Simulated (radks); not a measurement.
Values are calculated unless marked as measured or tabulated.
All-electron atom: Nd4+ in [Xe] 4f2.

Level of theory: Dirac Kohn-Sham, LDA (Slater exchange, Perdew-Wang correlation), spin-unpolarised, spherical densities, finite nucleus; open shells fill j = l - 1/2 first; Fermi nuclear charge, rms radius 4.9123 fm (a radial shooting solver on a logarithmic mesh with Libxc functionals).

Energy parts (hartree):
| part | energy |
|---|---|
| total | -9619.5347 |
| kinetic | 10371.0665 |
| electron-nucleus | -23406.2376 |
| Hartree | 3629.9640 |
| exchange-correlation | -214.3277 |

Orbitals (lengths in bohr, moments of r in powers of bohr; <r^-3> diverges for s and p1/2; r(90%) holds 90 % of the orbital's charge):
| orbital | occ. | eigenvalue (hartree) | <r^2> | <r^-3> | r(90%) | small-component weight |
|---|---|---|---|---|---|---|
| 1s1/2 | 2 | -1593.617 | 0.0007611 | - | 0.0427 | 4.95e-02 |
| 2s1/2 | 2 | -259.2938 | 0.01199 | - | 0.156 | 1.08e-02 |
| 2p1/2 | 2 | -245.5217 | 0.008759 | - | 0.139 | 1.09e-02 |
| 2p3/2 | 4 | -226.4378 | 0.01001 | 7943 | 0.147 | 1.02e-02 |
| 3s1/2 | 2 | -57.79587 | 0.08118 | - | 0.391 | 3.34e-03 |
| 3p1/2 | 2 | -51.89881 | 0.07613 | - | 0.385 | 3.29e-03 |
| 3p3/2 | 4 | -48.09256 | 0.08351 | 1630 | 0.402 | 3.10e-03 |
| 3d3/2 | 4 | -37.77605 | 0.06771 | 269.7 | 0.375 | 2.98e-03 |
| 3d5/2 | 6 | -36.95291 | 0.06979 | 243.5 | 0.380 | 2.92e-03 |
| 4s1/2 | 2 | -13.00117 | 0.4135 | - | 0.870 | 1.06e-03 |
| 4p1/2 | 2 | -10.76931 | 0.4381 | - | 0.903 | 9.89e-04 |
| 4p3/2 | 4 | -9.92691 | 0.4779 | 361.7 | 0.943 | 9.23e-04 |
| 4d3/2 | 4 | -6.24237 | 0.5557 | 50.48 | 1.04 | 7.75e-04 |
| 4d5/2 | 6 | -6.09150 | 0.5712 | 45.10 | 1.05 | 7.58e-04 |
| 4f5/2 | 2 | -1.84961 | 1.002 | 6.237 | 1.49 | 4.52e-04 |
| 4f7/2 | 0 | -1.83059 | 1.018 | 6.072 | 1.50 | 4.47e-04 |
| 5s1/2 | 2 | -3.05637 | 2.184 | - | 1.99 | 2.55e-04 |
| 5p1/2 | 2 | -2.40288 | 2.635 | - | 2.20 | 2.13e-04 |
| 5p3/2 | 4 | -2.26207 | 2.874 | 60.38 | 2.30 | 1.97e-04 |

The highest occupied level is 4f5/2 at -50.331 eV. The electron density at the nucleus is 4.518e+05 e/bohr^3. Summed over all electrons, <r^2> = 33.82 bohr^2, which gives a Langevin (diamagnetic) susceptibility term of -26.8 x 10^-6 cm^3/mol.
